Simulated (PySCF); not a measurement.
GeTe, neutral, multiplicity 1. Atoms are numbered in the order given.

```xyz
2

Ge     0.0000     0.0000    -1.4476
Te     0.0000     0.0000     0.8908
```
Charge 0, spin multiplicity 1.

Geometry: PBE0-D3(BJ)/def2-TZVP. The def2 effective core potentials stand for the cores of Te; spin–orbit coupling is left out.

Level of theory: PBE/def2-TZVPD run with PySCF.

Mulliken values depend strongly on the basis, most of all with diffuse functions as here. ESP charges are fitted to the potential on shells at 1.4 to 2.0 van der Waals radii. Atomic charges (e):

```tsv
atom	Mulliken	ESP fit
Ge1	0.04	___
Te2	-0.04	___
```

Fill in the missing entries. (An estimate is asked for; the answer gives what the named calculation found.)


- Ge1, ESP fit: 0.09
- Te2, ESP fit: -0.09
